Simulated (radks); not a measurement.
Results of a calculation; reference values are marked as such.
Problem. Species: Se4+. Configuration: [Ar] 3d10 4s2. Level of theory: Dirac Kohn-Sham, PBEsol, spin-unpolarised, spherical densities, finite nucleus; Fermi nuclear charge, rms radius 4.14 fm (a radial shooting solver on a logarithmic mesh with Libxc functionals). Some entries of the table are withheld. Estimate them.

| orbital | occ. | eigenvalue (eV) | <1/r> (bohr^-1) | r(max) (bohr) |
|---|---|---|---|---|
| 1s1/2 | 2 | -12543.87 | 34.54 | (1) |
| 2s1/2 | 2 | -1657.171 | 7.681 | 0.1646 |
| 2p1/2 | 2 | (2) | 7.648 | 0.1296 |
| 2p3/2 | 4 | (3) | 7.412 | 0.1327 |
| 3s1/2 | 2 | -264.4362 | 2.500 | 0.5025 |
| 3p1/2 | 2 | -208.0813 | 2.381 | 0.4946 |
| 3p3/2 | 4 | -202.1910 | 2.324 | 0.5032 |
| 3d3/2 | 4 | -104.8415 | 2.053 | 0.4500 |
| 3d5/2 | 6 | -103.9359 | 2.038 | 0.4527 |
| 4s1/2 | 2 | -61.7400 | 0.8392 | 1.420 |

Solution. 
(1) 1s1/2 r(max) (bohr): 0.02881
(2) 2p1/2 eigenvalue (eV): -1492.497
(3) 2p3/2 eigenvalue (eV): -1450.771
